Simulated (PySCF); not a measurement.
Cl4V (SMILES [Cl][V]([Cl])([Cl])[Cl]), doublet, geometry from GFN2-xTB (such geometries of metal compounds can be far from the true shape); DF-HF/def2-TZVPD (PySCF).

Input for PySCF:
```python
from pyscf import gto, scf

mol = gto.M(
    atom='''
V     0.000000    0.000000    0.000000
Cl    1.686409   -0.390500   -1.074302
Cl    0.631816    0.306880    1.912386
Cl   -0.909466    1.550367   -0.959074
Cl   -1.408760   -1.466747    0.120989
''',
    basis='def2-tzvpd',
    charge=0,
    spin=1,
    verbose=5,
)

mf = scf.UHF(mol)
mf = mf.density_fit(auxbasis='def2-universal-jkfit')
mf.kernel()
mf.analyze()
```

The log (banner, timings and long lists left out):

```
PySCF version 2.14.0

[INPUT] verbose = 5
[INPUT] max_memory = 4000
[INPUT] num. atoms = 5
[INPUT] num. electrons = 91
[INPUT] charge = 0
[INPUT] spin (= nelec alpha-beta = 2S) = 1
[INPUT] symmetry False subgroup None
[INPUT] Mole.unit = angstrom
[INPUT] Symbol           X                Y                Z      unit          X                Y                Z       unit  Magmom
[...]
[INPUT] ---------------- BASIS SET ----------------
[INPUT] l, kappa, [nprim/nctr], expnt,             c_1 c_2 ...
[INPUT] V
[...]
                                34828.84117       0.0017888178962
                                7926.5448691      0.0092992490131
                                2243.7733046      0.037761463347
                                730.59322944      0.12255909662
                                262.32219631      0.28963508811
                                101.70403805      0.41004702955
                                40.064784617      0.21113610858
[...]
                                78.804646961      -0.11527205366
                                12.340598946      0.55174749453
                                5.1742019219      0.54504528489
[...]
                                1.2639759898      0.71683769077
[...]
                                280.23075192      0.019643454466
                                89.643627137      0.09079694919
                                33.242411253      0.25650768222
                                13.144514452      0.4081539375
                                5.294853414       0.23860378268
[...]
                                2.7605865197      0.55574635619
                                1.1008900902      0.9931991927
[...]
                                12.516021891      0.068247153977
                                4.3313854957      0.21837784195
                                1.6138855773      0.39245212296
[...]
[INPUT] Cl
[...]
                                10426.15688       0.0041990463961
                                2373.2334061      0.021592141679
                                671.56420071      0.084598850094
                                218.4199979       0.24757249724
                                77.572249714      0.47016930228
                                28.888815277      0.37436370716
[...]
                                39.339582961      0.10786112456
                                7.6740679989      -0.27408821574
[...]
                                1.8385832573      0.68636955368
[...]
                                157.6424169       0.018879300374
                                50.262520978      0.087206341273
                                18.536078105      0.2528561297
                                7.2940532777      0.4350715482
[...]
                                1.011                1
[...]
nuclear repulsion = 682.542134384298
number of shells = 80
number of NR pGTOs = 383
number of NR cGTOs = 232
basis = def2-tzvpd
ecp = {}

******** <class 'pyscf.df.df_jk.DFUHF'> ********
method = DFUHF
initial guess = minao
damping factor = 0
level_shift factor = 0
DIIS = <class 'pyscf.scf.diis.CDIIS'>
diis_start_cycle = 1
diis_space = 8
diis_damp = 0
SCF conv_tol = 1e-09
SCF conv_tol_grad = None
SCF max_cycles = 50
direct_scf = False
number electrons alpha = 46  beta = 45
Set gradient conv threshold to 3.16228e-05
******** <class 'pyscf.df.df.DF'> ********
auxbasis = def2-universal-jkfit
num shells = 210, num cGTOs = 776
size of aux basis 776
int3c2e [1/1], AO [0:80], nrow = 27028
E1 = -5191.875027200449  E2 = 1727.8679887782555  Ecoul = 1881.9351039893384  Exc = -154.06711521108286
init E= -2781.46490403789
cond(S) = 9563.752749262694

  alpha mo_energy =
[-2.01713500e+02 -1.04896411e+02 -1.04896373e+02 -1.04896373e+02
 -1.04896371e+02 -2.40951980e+01 -2.02378304e+01 -2.02378304e+01
 -2.02376407e+01 -1.06669325e+01 -1.06642395e+01 -1.06642394e+01
 -1.06641755e+01 -8.12217850e+00 -8.12202361e+00 -8.12202355e+00
[...]
converged SCF energy = -2781.05561171341  <S^2> = 0.76689985  2S+1 = 2.016829
Total Energy =                       -2781.055611713413782
[...]
spin_pop of  3 Cl 4s        0.00002
spin_pop of  3 Cl 5s        0.00004
spin_pop of  3 Cl 6s        0.00003
spin_pop of  3 Cl 2px      -0.00000
spin_pop of  3 Cl 2py      -0.00000
spin_pop of  3 Cl 2pz       0.00000
spin_pop of  3 Cl 3px      -0.01559
spin_pop of  3 Cl 3py      -0.00989
spin_pop of  3 Cl 3pz       0.00981
spin_pop of  3 Cl 4px       0.00007
spin_pop of  3 Cl 4py       0.00065
spin_pop of  3 Cl 4pz       0.00116
spin_pop of  3 Cl 5px       0.00001
spin_pop of  3 Cl 5py       0.00006
spin_pop of  3 Cl 5pz       0.00002
spin_pop of  3 Cl 6px       0.00000
spin_pop of  3 Cl 6py       0.00004
spin_pop of  3 Cl 6pz       0.00006
spin_pop of  3 Cl 7px       0.00000
spin_pop of  3 Cl 7py       0.00002
spin_pop of  3 Cl 7pz       0.00002
spin_pop of  3 Cl 3dxy      0.00024
spin_pop of  3 Cl 3dyz      0.00062
spin_pop of  3 Cl 3dz^2    -0.00070
spin_pop of  3 Cl 3dxz     -0.00011
spin_pop of  3 Cl 3dx2-y2   -0.00034
spin_pop of  3 Cl 4dxy      0.00003
spin_pop of  3 Cl 4dyz      0.00008
spin_pop of  3 Cl 4dz^2     0.00040
spin_pop of  3 Cl 4dxz      0.00020
spin_pop of  3 Cl 4dx2-y2    0.00004
spin_pop of  3 Cl 5dxy      0.00002
spin_pop of  3 Cl 5dyz      0.00006
spin_pop of  3 Cl 5dz^2     0.00002
spin_pop of  3 Cl 5dxz      0.00003
spin_pop of  3 Cl 5dx2-y2    0.00005
spin_pop of  3 Cl 4f-3     -0.00000
spin_pop of  3 Cl 4f-2      0.00000
spin_pop of  3 Cl 4f-1     -0.00003
spin_pop of  3 Cl 4f+0      0.00000
spin_pop of  3 Cl 4f+1     -0.00001
spin_pop of  3 Cl 4f+2     -0.00000
spin_pop of  3 Cl 4f+3     -0.00000
spin_pop of  4 Cl 1s        0.00000
spin_pop of  4 Cl 2s        0.00000
spin_pop of  4 Cl 3s       -0.00027
spin_pop of  4 Cl 4s        0.00002
spin_pop of  4 Cl 5s        0.00004
spin_pop of  4 Cl 6s        0.00003
spin_pop of  4 Cl 2px      -0.00000
spin_pop of  4 Cl 2py      -0.00000
spin_pop of  4 Cl 2pz      -0.00000
spin_pop of  4 Cl 3px      -0.00958
spin_pop of  4 Cl 3py      -0.00738
spin_pop of  4 Cl 3pz       0.00129
spin_pop of  4 Cl 4px       0.00054
spin_pop of  4 Cl 4py       0.00071
spin_pop of  4 Cl 4pz       0.00063
spin_pop of  4 Cl 5px       0.00003
spin_pop of  4 Cl 5py       0.00005
spin_pop of  4 Cl 5pz       0.00001
spin_pop of  4 Cl 6px       0.00003
spin_pop of  4 Cl 6py       0.00004
spin_pop of  4 Cl 6pz       0.00003
spin_pop of  4 Cl 7px       0.00001
spin_pop of  4 Cl 7py       0.00002
spin_pop of  4 Cl 7pz       0.00001
spin_pop of  4 Cl 3dxy      0.00091
spin_pop of  4 Cl 3dyz     -0.00009
spin_pop of  4 Cl 3dz^2     0.00018
spin_pop of  4 Cl 3dxz     -0.00029
spin_pop of  4 Cl 3dx2-y2   -0.00101
spin_pop of  4 Cl 4dxy      0.00009
spin_pop of  4 Cl 4dyz      0.00003
spin_pop of  4 Cl 4dz^2     0.00004
spin_pop of  4 Cl 4dxz      0.00033
spin_pop of  4 Cl 4dx2-y2    0.00027
spin_pop of  4 Cl 5dxy      0.00003
spin_pop of  4 Cl 5dyz      0.00007
spin_pop of  4 Cl 5dz^2     0.00003
spin_pop of  4 Cl 5dxz      0.00006
spin_pop of  4 Cl 5dx2-y2   -0.00000
spin_pop of  4 Cl 4f-3     -0.00001
spin_pop of  4 Cl 4f-2     -0.00001
spin_pop of  4 Cl 4f-1     -0.00000
spin_pop of  4 Cl 4f+0     -0.00000
spin_pop of  4 Cl 4f+1      0.00001
spin_pop of  4 Cl 4f+2      0.00000
spin_pop of  4 Cl 4f+3     -0.00002
 ** Mulliken Spin Density (per atom)  **
spin density of  0 V =      1.05255
spin density of  1 Cl =     -0.01314
spin density of  2 Cl =     -0.01314
spin density of  3 Cl =     -0.01314
spin density of  4 Cl =     -0.01314
 ** Mulliken pop alpha/beta on meta-lowdin orthogonal AOs **
 ** Mulliken pop       alpha | beta **
In total            46.00000 | 45.00000
 ** Mulliken atomic charges   ( Nelec_alpha | Nelec_beta ) **
charge of  0V =      1.51815  (    11.26720     10.21465 )
charge of  1Cl =     -0.37954  (     8.68320      8.69634 )
charge of  2Cl =     -0.37954  (     8.68320      8.69634 )
charge of  3Cl =     -0.37954  (     8.68320      8.69634 )
charge of  4Cl =     -0.37954  (     8.68320      8.69634 )
Dipole moment(X, Y, Z, Debye):  0.00000,  0.00000,  0.00001
```
